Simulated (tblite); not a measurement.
Compound: C4H5F2O2 (doublet state).
SMILES with atom numbers: `[CH3:1][C:2]1[O:3][C@@H:4]([F:5])[C@@H:6]([F:7])[O:8]1` (hydrogens: H9, H10, H11 on C1; H12 on C4; H13 on C6)

Structure used (GFN2-xTB), in Å, numbered top down from 1:
```
atom  x, y, z in Å
C1     2.0686    0.0112   -0.6384
C2     0.6064   -0.1697   -0.4734
O3    -0.2093    0.9564   -0.5713
C4    -1.3952    0.6943    0.0606
F5    -2.3959    0.4942   -0.8483
C6    -1.1408   -0.6199    0.8622
F7    -1.9941   -1.5967    0.4321
O8     0.1584   -0.9543    0.5878
H9     2.5458   -0.9642   -0.6422
H10    2.2561    0.5172   -1.5807
H11    2.5008    0.6098    0.1712
H12   -1.7062    1.5469    0.6783
H13   -1.2992   -0.5247    1.9444
```

Calculated harmonic vibrations of the isolated species, GFN2-xTB (tblite), most abundant isotopes, no scaling. This tight-binding method is rough: wavenumbers can miss measured ones by several per cent, in bad cases by 10 to 20. One conformer, not necessarily the lowest. Open shells enter through the occupations alone, without spin polarisation, and single modes of such species can be off by tens of per cent.

Harmonic wavenumbers (cm⁻¹): 61.7, 93.7, 99.1, 235.6, 258.4, 357.8, 481.6, 502.7, 512.2, 648.4, 838.0, 840.9, 895.4, 933.1, 1019.6, 1045.3, 1061.5, 1089.6, 1117.9, 1141.1, 1213.5, 1249.3, 1277.5, 1288.8, 1291.5, 1374.5, 1437.8, 1443.6, 2901.5, 2922.6, 2927.1, 3052.5, 3061.3.

A = 3594, B = 1810, C = 1343 MHz; mass 123.026 u (most abundant isotopes); point group Cs, symmetry number 1; spin multiplicity 2.

Problem. Zero-point energy?

Solution. Half the sum of the wavenumbers: 19338 cm⁻¹ = 55.29 kcal/mol.

Problem. Give the ideal-gas entropy at 298.15 K and 1 bar in the rigid-rotor, harmonic-oscillator model (classical rotation).

Solution. Translation 40.36, rotation 28.00, vibration 19.70, spin (R ln 2) 1.38: S = 89.4 cal/(mol K).

Problem. And Cp and H(298.15 K) − H(0)?

Solution. Cp = 28.69 cal/(mol K), of which vibrations give 20.74 (their classical limit is 33 R = 65.6); H(298.15 K) − H(0) = 5.46 kcal/mol without the zero-point energy, 3.09 from vibrations.

Problem. Blend soft modes into free rotors: weight 1/[1 + (100 cm⁻¹/ν̃)⁴] for the oscillator and the rest for a rotor with moment μB/(μ + B), μ = h/(8π²ν), B = 10⁻⁴⁴ kg m². What vibrational entropy results?

Solution. 18.10 cal/(mol K) in place of 19.70, which changes −T·S at 298.15 K by +0.48 kcal/mol.

Problem. What must be added to the electronic energy to get the Gibbs energy at 298.15 K and 1 bar?

Solution. ZPE + [H(298.15 K) − H(0)] − T·S = 55.29 + 5.46 − 26.67 = 34.08 kcal/mol.

Hindered rotation and anharmonicity are outside this model. Other conformers, if any are populated, would add a mixing term that is left out.
